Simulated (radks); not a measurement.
Q: Neutral neon, [Ne]. All-electron calculation, non-relativistic Kohn-Sham, r2SCAN, spin-polarised, spherical densities, point nucleus; meta-GGA in the generalised Kohn-Sham scheme. Program: a radial shooting solver on a logarithmic mesh with Libxc functionals. Every spin shell is full or empty, so the densities are truly spherical. Functionals are evaluated on that one density, not self-consistently. Rank these orbital-free kinetic functionals by their error against the exact value of the orbitals, and give that value: Thomas-Fermi, von Weizsacker, TF + vW, TF + vW/9, TF + vW/5, revAPBEK, LKT, Ernzerhof.

A: Exact: 128.640 hartree. From best to worst, with 100 (|E| - |E exact|)/|E exact| (equal figures are ties): Ernzerhof +0.23, revAPBEK +0.51, TF + vW/9 -0.67, TF + vW/5 +5.58, Thomas-Fermi -8.48, von Weizsacker -29.70, LKT +36.69, TF + vW +61.82.
